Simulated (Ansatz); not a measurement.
The linear singlet lies higher and needs more than one determinant, so no gap is given.

These are B3LYP-D3(BJ)/def2-TZVP run with Ansatz (an electronic-structure program) values and carry that method's errors. No frequencies were computed at this level.

Ansatz 0.2 input:
```yaml
crystal:
  periodic: [false, false, false]
  atoms:
    - { symbol: B, position_ang: [-0.73774, 0.018812, 0.207449] }
    - { symbol: B, position_ang: [0.737753, -0.022552, 0.264991] }
    - { symbol: H, position_ang: [-1.893567, 0.056394, 0.163026] }
    - { symbol: H, position_ang: [1.893556, -0.052654, 0.310357] }
basis:
  gaussian: { orbitals: def2-tzvp }
hamiltonian:
  xc: b3lyp
  dispersion: d3bj
relax:
  max_steps: 150
magnetization:
  spin_polarized: true
  initial_magnetization: 2
```

Output:

```
Functional definition: B3LYP
426 factors; their error is unknown
mean field evaluation 1: about -1380.4659 eV, gradient 1.5e1 eV
mean field evaluation 2: about -1381.3554 eV, gradient 9.8e0 eV
mean field evaluation 4: about -1382.0396 eV, gradient 1.3e-1 eV
mean field evaluation 8: about -1382.0351 eV, gradient 1.3e-2 eV
mean field evaluation 16: about -1382.0351 eV, gradient 4.4e-5 eV
mean field -1382.03514442 eV, -50.7888547804 hartree, gradient 4.4e-5 eV, S^2 2.003720; 0 other end points of the search recorded, 0 dependent functions left out
reference -1382.03535841 eV, -50.7888626445 hartree; 7, 5 occupied and 67, 69 virtual orbitals, 426 factors
relax step   1: F+E_penalty+E_count = -1382.11288741 eV  Δ(F+E_penalty+E_count) = +0.000e0 eV  max|allowed force component| = 7.169e-1 eV/Å  Δτ_max = 0.0000 Å  (28 SCF iters, accepted)
these checks for a lower state are left out or cut short: starts, cluster_reference, orbital_swaps, neighbouring_geometries, increment
426 factors; their error is unknown
mean field -1382.05592075 eV, -50.7896182964 hartree, gradient 2.0e-5 eV, S^2 2.003862; 0 other end points of the search recorded, 0 dependent functions left out
reference -1382.05613532 eV, -50.7896261815 hartree; 7, 5 occupied and 67, 69 virtual orbitals, 426 factors
relax step   2: F+E_penalty+E_count = -1382.13337600 eV  Δ(F+E_penalty+E_count) = -2.049e-2 eV  max|allowed force component| = 1.282e-1 eV/Å  Δτ_max = 0.0219 Å  (30 SCF iters, accepted)
these checks for a lower state are left out or cut short: starts, cluster_reference, orbital_swaps, neighbouring_geometries, increment
426 factors; their error is unknown
mean field evaluation 32: about -1382.0572 eV, gradient 2.2e-5 eV
mean field -1382.05723926 eV, -50.7896667508 hartree, gradient 2.2e-5 eV, S^2 2.003913; 0 other end points of the search recorded, 0 dependent functions left out
reference -1382.05745401 eV, -50.7896746425 hartree; 7, 5 occupied and 67, 69 virtual orbitals, 426 factors
relax step   3: F+E_penalty+E_count = -1382.13460595 eV  Δ(F+E_penalty+E_count) = -1.230e-3 eV  max|allowed force component| = 4.786e-3 eV/Å  Δτ_max = 0.0073 Å  (31 SCF iters, accepted)
426 factors; their error is unknown
mean field -1382.05723926 eV, -50.7896667508 hartree, gradient 2.6e-5 eV, S^2 2.003913; 1 other end points of the search recorded, 0 dependent functions left out
reference -1382.05745401 eV, -50.7896746425 hartree; 7, 5 occupied and 67, 69 virtual orbitals, 426 factors
Total energy: -1382.13482070 eV, -50.7925178161 hartree
Atom 0 at    -0.752138     0.020778     0.207085 Å, force    -0.004779     0.002888     0.000161 eV/Å
Atom 1 at     0.752112    -0.021933     0.265680 Å, force     0.004786     0.000023     0.000207 eV/Å
Atom 2 at    -1.922583     0.055834     0.161721 Å, force    -0.001964    -0.001906    -0.000324 eV/Å
Atom 3 at     1.922610    -0.054679     0.311337 Å, force     0.001958    -0.001005    -0.000044 eV/Å
Dipole moment:     0.000001    -0.000018    -0.000002 e Å
```

Cost: very roughly 4 core-seconds.
